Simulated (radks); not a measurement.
The numbers below are computed, except where a source is named.
Coulomb parameter of the 5d shell of neutral lutetium in the model configuration [Xe] 4f14 5d2 6s1, as a second difference U = [E(n + 0.25) + E(n - 0.25) - 2 E(n)] / (0.25)^2 with all orbitals relaxed. "Bare": the charge of the atom changes with n. "Screened": the 6s shell takes up the change at fixed total charge, which measures U(5d,5d) + U(6s,6s) - 2 U(5d,6s). Level of theory: scalar-relativistic Kohn-Sham, r2SCAN, spin-unpolarised, spherical densities, finite nucleus; meta-GGA in the generalised Kohn-Sham scheme; Fermi nuclear charge, rms radius 5.37 fm (a radial shooting solver on a logarithmic mesh with Libxc functionals).

case                      configuration  E - E(n) (eV)
start                 [Xe] 4f14 5d2 6s1          0.000
bare +0.25         [Xe] 4f14 5d2.25 6s1         -0.167
bare -0.25         [Xe] 4f14 5d1.75 6s1          0.465
screened +0.25  [Xe] 4f14 5d2.25 6s0.75          0.776
screened -0.25  [Xe] 4f14 5d1.75 6s1.25         -0.788

U(bare) = 4.772 eV, U(screened by 6s) = -0.184 eV, against the Slater integral F0(5d,5d) = 7.991 eV with frozen orbitals. The step up makes a negative ion, whose loosely bound charge lowers the bare value.
